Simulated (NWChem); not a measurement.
# TaSClF2; SMILES [F][Ta]([F])(=[S])[Cl]

def2 effective core potentials on Ta; no spin-orbit coupling.

Task: Give the equilibrium geometry at PBE-D3(BJ)/def2-SVP with def2 effective core potentials on Ta (NWChem) as an XYZ file, with the point group.

Result: point group Cs; any orientation.
```
5

Ta    -0.0884    -0.0069     0.0000
S      1.2874    -1.6810     0.0000
F     -1.1310    -0.1470     1.5559
F     -1.1310    -0.1470    -1.5559
Cl     1.1716     1.9178     0.0000
```
